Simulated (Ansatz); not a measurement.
Process, species as SMILES: C=[SiH2] (CH2-SiH2) → C atom + 4 H atom + Si atom
B3LYP-D3(BJ)/def2-TZVP geometries, fixed; electronic energies without zero-point terms.
Largest species:
```xyz
6

C     -1.1498    -0.0548    -0.0450
Si     0.5479     0.0261     0.0215
H     -1.7685     0.8316    -0.0996
H     -1.6839    -0.9961    -0.0356
H      1.3979    -1.1745     0.0958
H      1.2833     1.3023     0.0091
```

Basis-set convergence of the atomisation energy at wB97M-V with Ansatz (a program for electronic structure). All functions are spherical. The program fits the integrals of some runs and decomposes those of others, by size. Open shells are unrestricted. The functional holds VV10 correlation; no added dispersion term, no relativity. Functions are those of the species that has most. Reference: the value in aug-pcseg-3, 460.84 kcal/mol, itself unsure by roughly 0.14 kcal/mol (its mean distance from aug-cc-pV(Q+d)Z, cc-pV(5+d)Z, def2-QZVPPD). Deviations are taken from unrounded values.

| basis | functions | atomisation energy (kcal/mol) | minus reference (kcal/mol) |
|---|---|---|---|
| cc-pV(D+d)Z | 57 | 457.46 | -3.39 |
| aug-pcseg-1 | 86 | 455.13 | -5.71 |
| aug-cc-pV(D+d)Z | 91 | 455.13 | -5.71 |
| cc-pV(T+d)Z | 125 | 460.95 | 0.11 |
| jun-cc-pV(T+d)Z | 143 | 460.48 | -0.36 |
| aug-pcseg-2 | 188 | 460.46 | -0.38 |
| aug-cc-pV(T+d)Z | 193 | 460.20 | -0.64 |
| cc-pV(Q+d)Z | 239 | 461.01 | 0.17 |
| aug-cc-pV(Q+d)Z | 353 | 460.73 | -0.11 |
| aug-pcseg-3 | 370 | 460.84 | 0.00 |
| cc-pV(5+d)Z | 411 | 460.82 | -0.02 |

The smallest set listed that lies within 2 kcal/mol of the reference with all its larger relatives (same family, alike in diffuse functions; a set with none counts only in the reference's own line) is cc-pV(T+d)Z (125 functions, 0.11 kcal/mol off).
